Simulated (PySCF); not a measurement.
PySCF input (TPSSh/def2-TZVPD):

```python
from pyscf import gto, scf, dft

mol = gto.M(
    atom='''
    Se    1.17262568    0.40922539    0.48775405
    Se   -0.66558231   -0.15182904   -0.68988109
    C    -1.84608856   -0.92752492    0.68649734
    H    -2.76673434   -1.22610297    0.18695246
    H    -2.04565369   -0.17185354    1.44061804
    H    -1.35055516   -1.78836990    1.12576501
    ''',
    basis='def2-tzvpd',
    charge=0,
    spin=1,
    verbose=4,
)

mf = dft.UKS(mol, xc='tpssh').density_fit(auxbasis='def2-universal-jkfit')
mf.grids.level = 3
mf.conv_tol = 1e-9
mf.max_cycle = 100
mf.max_memory = 1500
mf.kernel()
if not mf.converged:
    mf = mf.newton()
    mf.kernel(mf.make_rdm1())
for _ in range(2):
    mo, _, stable, _ = mf.stability(return_status=True)
    if stable:
        break
    mf.kernel(mf.make_rdm1(mo, mf.mo_occ))
mf.analyze()
```

End of the output:

```
Extra cycle  E= -4842.9121143795  delta_E= -1.55e-11  |g|= 3.37e-06  |ddm|= 7.44e-06
converged SCF energy = -4842.9121143795  <S^2> = 0.75386862  2S+1 = 2.0038649
uhf_internal: lowest eigs of H = [0.06752679 0.20122133 0.22440717]
<class 'pyscf.df.df_jk.DFUKS'> wavefunction is stable in the internal stability analysis
**** SCF Summaries ****
Total Energy =                       -4842.912114379495506
Nuclear Repulsion Energy =             404.512814714974468
One-electron Energy =                -7546.496924632989248
Two-electron Energy =                 2299.071995538518877
Two-electron Coulomb Energy =         2479.772708417463491
DFT Exchange-Correlation Energy =     -180.700712878944444
HOMO-LUMO gap [eV] =                     1.834791264034157
**** MO energy ****
                             alpha | beta                alpha | beta
MO #1   energy= -453.642944795377  | -453.642189307969  occ= 1 | 1
MO #2   energy= -453.604184839361  | -453.602838251896  occ= 1 | 1
MO #3   energy= -57.8943022517767  | -57.8940389254212  occ= 1 | 1
MO #4   energy= -57.8563301536523  | -57.8559002471894  occ= 1 | 1
MO #5   energy= -51.9176427148002  | -51.9173983108078  occ= 1 | 1
MO #6   energy= -51.9164376788687  | -51.91620788633    occ= 1 | 1
MO #7   energy= -51.9158400420349  | -51.9143348824063  occ= 1 | 1
MO #8   energy= -51.8801773048439  | -51.8797461838143  occ= 1 | 1
MO #9   energy= -51.87995463612    | -51.8773664598972  occ= 1 | 1
MO #10  energy= -51.8760398967114  | -51.8756001687076  occ= 1 | 1
MO #11  energy= -10.1521593951129  | -10.1524273059979  occ= 1 | 1
MO #12  energy= -7.78076514528102  | -7.77966079154945  occ= 1 | 1
MO #13  energy= -7.74290268736296  | -7.7409415140085   occ= 1 | 1
MO #14  energy= -5.71747200081509  | -5.71699357912337  occ= 1 | 1
MO #15  energy= -5.71347365014725  | -5.71302464000145  occ= 1 | 1
MO #16  energy= -5.7107951029715   | -5.70780018272685  occ= 1 | 1
MO #17  energy= -5.68129649408591  | -5.68044035246618  occ= 1 | 1
MO #18  energy= -5.67919603933532  | -5.67389808319833  occ= 1 | 1
MO #19  energy= -5.66798757545013  | -5.66713571795027  occ= 1 | 1
MO #20  energy= -2.07978985608901  | -2.07938267385443  occ= 1 | 1
MO #21  energy= -2.0794010983669   | -2.0790678405948   occ= 1 | 1
MO #22  energy= -2.07672903195308  | -2.07460549834276  occ= 1 | 1
MO #23  energy= -2.07358066568765  | -2.0714953107615   occ= 1 | 1
MO #24  energy= -2.07338791443395  | -2.07086752936824  occ= 1 | 1
MO #25  energy= -2.04535979198951  | -2.04227169919016  occ= 1 | 1
MO #26  energy= -2.04505981255223  | -2.0412939838799   occ= 1 | 1
MO #27  energy= -2.03654168658587  | -2.03598273067848  occ= 1 | 1
MO #28  energy= -2.03463635725359  | -2.0308843332871   occ= 1 | 1
MO #29  energy= -2.03236694271227  | -2.0299763726698   occ= 1 | 1
MO #30  energy= -0.768545440886687 | -0.761905825415901 occ= 1 | 1
MO #31  energy= -0.681988267065943 | -0.673173682334653 occ= 1 | 1
MO #32  energy= -0.585867696760445 | -0.566139834419673 occ= 1 | 1
MO #33  energy= -0.431318295285053 | -0.430297120037543 occ= 1 | 1
MO #34  energy= -0.430192502674109 | -0.427307262436372 occ= 1 | 1
MO #35  energy= -0.368720520769465 | -0.36528162631901  occ= 1 | 1
MO #36  energy= -0.320670478827703 | -0.314005020796561 occ= 1 | 1
MO #37  energy= -0.302718509572422 | -0.269231835845492 occ= 1 | 1
MO #38  energy= -0.228005484563465 | -0.220342240059619 occ= 1 | 1
MO #39  energy= -0.216934080629865 | -0.149506744782819 occ= 1 | 0
MO #40  energy= -0.0575327726607604 | -0.0497152045441496 occ= 0 | 0
MO #41  energy= -0.0197159481023768 | -0.0167687214733938 occ= 0 | 0
MO #42  energy= 0.00595605495395305 | 0.0083279766076097 occ= 0 | 0
MO #43  energy= 0.0222576212329132 | 0.0247065290537541 occ= 0 | 0
MO #44  energy= 0.0272145160554887 | 0.0305651647922079 occ= 0 | 0
MO #45  energy= 0.0339514922759596 | 0.0354040177981945 occ= 0 | 0
MO #46  energy= 0.0436147287546388 | 0.0460673634368326 occ= 0 | 0
MO #47  energy= 0.0519755403122227 | 0.0578836560775274 occ= 0 | 0
MO #48  energy= 0.0578768987342285 | 0.0592212696870822 occ= 0 | 0
MO #49  energy= 0.0649871044627134 | 0.0679954028134589 occ= 0 | 0
MO #50  energy= 0.0754513890938106 | 0.0791263372605388 occ= 0 | 0
MO #51  energy= 0.100077468660551  | 0.101676358454026  occ= 0 | 0
MO #52  energy= 0.100216565987702  | 0.106485817505224  occ= 0 | 0
MO #53  energy= 0.114947024360451  | 0.118308383225054  occ= 0 | 0
MO #54  energy= 0.128272731883875  | 0.131967200954764  occ= 0 | 0
MO #55  energy= 0.128742294644185  | 0.132190132013408  occ= 0 | 0
MO #56  energy= 0.141264754582575  | 0.144024231654754  occ= 0 | 0
MO #57  energy= 0.148875848646948  | 0.155570923424395  occ= 0 | 0
MO #58  energy= 0.154019853210772  | 0.158599956668713  occ= 0 | 0
MO #59  energy= 0.170440080937915  | 0.171864651543188  occ= 0 | 0
MO #60  energy= 0.17704553712269   | 0.179532156335606  occ= 0 | 0
MO #61  energy= 0.189423407617734  | 0.1942775828824    occ= 0 | 0
MO #62  energy= 0.190766427308193  | 0.196726549885954  occ= 0 | 0
MO #63  energy= 0.209133221278019  | 0.212930537193519  occ= 0 | 0
MO #64  energy= 0.211684495161121  | 0.214559605026915  occ= 0 | 0
MO #65  energy= 0.223856720479535  | 0.225540190685493  occ= 0 | 0
MO #66  energy= 0.241729163469681  | 0.246438465488527  occ= 0 | 0
MO #67  energy= 0.247358184681514  | 0.248864162362841  occ= 0 | 0
MO #68  energy= 0.260882273241536  | 0.264408784593402  occ= 0 | 0
MO #69  energy= 0.268236520953765  | 0.268959954801995  occ= 0 | 0
MO #70  energy= 0.276855625086313  | 0.278405101923204  occ= 0 | 0
MO #71  energy= 0.285865679103192  | 0.289767942002261  occ= 0 | 0
MO #72  energy= 0.307429903251657  | 0.309448785496861  occ= 0 | 0
MO #73  energy= 0.317064234457185  | 0.320709603582812  occ= 0 | 0
MO #74  energy= 0.318371674942768  | 0.322057827814945  occ= 0 | 0
MO #75  energy= 0.319202470215098  | 0.324680397405668  occ= 0 | 0
MO #76  energy= 0.336703726564732  | 0.346048439530379  occ= 0 | 0
MO #77  energy= 0.352034989111999  | 0.355224923794561  occ= 0 | 0
MO #78  energy= 0.367677554499975  | 0.376810856566331  occ= 0 | 0
MO #79  energy= 0.380029503942315  | 0.382067963370933  occ= 0 | 0
MO #80  energy= 0.383257859608028  | 0.388019425618748  occ= 0 | 0
MO #81  energy= 0.386149910828084  | 0.389226031744749  occ= 0 | 0
MO #82  energy= 0.399391984665711  | 0.415129826985825  occ= 0 | 0
MO #83  energy= 0.423485460493888  | 0.427582078789352  occ= 0 | 0
MO #84  energy= 0.424635774042533  | 0.437257706664611  occ= 0 | 0
MO #85  energy= 0.437272271238176  | 0.44795024775808   occ= 0 | 0
MO #86  energy= 0.465008731658902  | 0.470685706812273  occ= 0 | 0
MO #87  energy= 0.471267766785359  | 0.475667158528021  occ= 0 | 0
MO #88  energy= 0.479287735848043  | 0.484671135769869  occ= 0 | 0
MO #89  energy= 0.4903294250241    | 0.494765873150408  occ= 0 | 0
MO #90  energy= 0.518786873629328  | 0.52422531296741   occ= 0 | 0
MO #91  energy= 0.521039320313301  | 0.538268895176236  occ= 0 | 0
MO #92  energy= 0.531712395829058  | 0.539150360342229  occ= 0 | 0
MO #93  energy= 0.553913886835065  | 0.55862121378411   occ= 0 | 0
MO #94  energy= 0.604134785485224  | 0.609108801297945  occ= 0 | 0
MO #95  energy= 0.614558294979418  | 0.619714100590666  occ= 0 | 0
MO #96  energy= 0.619493071841961  | 0.622143815891148  occ= 0 | 0
MO #97  energy= 0.673049278883138  | 0.675425455457034  occ= 0 | 0
MO #98  energy= 0.690119845592865  | 0.690912012223413  occ= 0 | 0
MO #99  energy= 0.691410412040074  | 0.692870968321426  occ= 0 | 0
MO #100 energy= 0.706154386665829  | 0.706612440577895  occ= 0 | 0
MO #101 energy= 0.854055702363904  | 0.856712098733811  occ= 0 | 0
MO #102 energy= 0.865286723350189  | 0.866198609193419  occ= 0 | 0
MO #103 energy= 0.916882322324454  | 0.922331375195146  occ= 0 | 0
MO #104 energy= 0.998115358147381  | 1.00171430960523   occ= 0 | 0
[...]
```

It need not be the lowest isomer of its formula.
